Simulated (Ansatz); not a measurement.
Ideal-gas functions of FH₃NOSi, SMILES `N[Si](O)F` radical at 800 K and 1 bar, from an Ansatz frequency run at PBE0-D4/def2-TZVP.

Molar mass 80.11 g/mol, point group C1 (symmetry number 1), electronic degeneracy 2, moments of inertia 69.89, 74.013, 131.435 u Å². Harmonic wavenumbers (cm⁻¹, unscaled): 162, 257, 285, 340, 373, 397, 772, 795, 832, 918, 950, 1572, 3607, 3706, 3919.

Use S(trans) = R[1.5 ln M + 2.5 ln T − 1.1517]; rotational temperatures θ = 24.2544 K / I; S(rot) = R[ln(√π/σ · √(T³/θAθBθC)) + 1.5]; for each mode x = 1.438777 ν̃/T, S = R[x/(eˣ − 1) − ln(1 − e⁻ˣ)] and H = RT x/(eˣ − 1); 1 cm⁻¹ = 0.0119627 kJ/mol; R = 8.31446 J/(mol·K).

Question: By hand: the entropy, in J/(mol·K).

Answer: Translation 184.0. Rotation: θ = 0.347, 0.3277, 0.1845 K, giving 116.7. Vibration, mode by mode: 18.60, 14.80, 13.96, 12.53, 11.79, 11.29, 6.22, 6.02, 5.70, 5.03, 4.80, 1.99, 0.09, 0.08, 0.06, in all 113.0. Electronic 5.8. Sum 419.5 J/(mol·K).

Question: By hand: H − E and G − E in kJ/mol, counted from the electronic energy.

Answer: Zero-point energy ½ × 18885 × 0.0119627 = 113.0; thermal vibration 45.5; translation, rotation and pV give 4 RT = 26.6. H − E = 185.1 kJ/mol, and G − E = 185.1 − 800 × 419.5/1000 = -150.5 kJ/mol.

Vibration gives 27 % of the entropy. The sum counts one conformer and one mirror image; others add a mixing term.
